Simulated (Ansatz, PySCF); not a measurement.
Reaction (SMILES): CB(F)F [difluoro(methyl)borane] → [CH2]B(F)F + H atom (the C-H bond at the site shown breaks; other sites are not compared here)
Geometries: B3LYP-D3(BJ)/def2-TZVP minima from Ansatz (a quantum-chemistry and plane-wave program), one conformer each, not searched for the lowest.
Geometry of the first species:
SMILES: CB(F)F
```xyz
7

B      0.0771     0.0120    -0.0053
F      0.7240     1.1667    -0.0994
F      0.8362    -1.0778    -0.0117
C     -1.4736    -0.0795     0.1049
H     -1.9551     0.8969     0.1082
H     -1.7559    -0.6147     1.0156
H     -1.8749    -0.6658    -0.7265
```

Quantity: bond dissociation energy (electronic energy difference), in eV. Cores are frozen in the correlated levels unless marked. UHF or UKS for open shells. Spin-orbit coupling is left out. No relativistic terms. CBS(X,Y): correlation extrapolated as X^-3; Hartree-Fock from the larger set. The bracket is a focal-point correction in the basis named.

RI-MP2/CBS(aug-cc-pVTZ,aug-cc-pVQZ)+[CCSD(T)-MP2]/aug-cc-pVTZ (Ansatz) gives 4.59 eV.

Problem. Another calculation gave 4.55 eV. Which level was it?
(A) SVWN5/def2-TZVPD (Ansatz)
(B) HF/def2-TZVPD (PySCF)
(C) PBE/def2-TZVPD (Ansatz)
(D) wB97M-V/def2-TZVPD (Ansatz)

Solution. D, wB97M-V/def2-TZVPD (Ansatz). The others give 4.43 (PBE), 4.99 (SVWN5), 3.38 (HF) eV.
